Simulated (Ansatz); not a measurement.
Positional isomers: benzothiophene fluoro+silyl. All species are isolated molecules in the gas phase. Strings in code marks are SMILES.

Quantity: electronic energy of isomers of C8H7FSSi relative to `Fc1c([SiH3])ccc2sccc12`, in kJ/mol. The restricted reference of `Fc1c([SiH3])ccc2sccc12` and `Fc1c([SiH3])sc2ccccc12` is unstable towards unrestricted orbitals.

Case: `Fc1c([SiH3])sc2ccccc12`. Geometry of `Fc1c([SiH3])sc2ccccc12` (neutral, multiplicity 1, Å):

```xyz
18

F      1.2781    -0.0871     2.1636
C      0.9317    -0.0657     0.8668
C      1.8439    -0.1357    -0.1667
Si     3.7101    -0.2722    -0.0413
S      1.0042    -0.0789    -1.7131
C     -0.5666     0.0386    -0.9425
C     -1.8244     0.1290    -1.5657
C     -2.9600     0.2147    -0.7539
C     -2.8540     0.2114     0.6582
C     -1.6084     0.1219     1.2804
C     -0.4487     0.0344     0.4772
H      4.1872    -1.5306    -0.7129
H      4.0848    -0.2953     1.4103
H      4.3654     0.8989    -0.7204
H     -1.9113     0.1320    -2.6621
H     -3.9528     0.2863    -1.2230
H     -3.7661     0.2801     1.2694
H     -1.5130     0.1183     2.3760
```

### Question
Give the electronic energy of isomers of C8H7FSSi relative to `Fc1c([SiH3])ccc2sccc12` at the level frozen-core MP2/cc-pVDZ // PBE-D3(BJ)/def2-SVP (Ansatz, a program for electronic structure).

### Answer
6.48 kJ/mol.
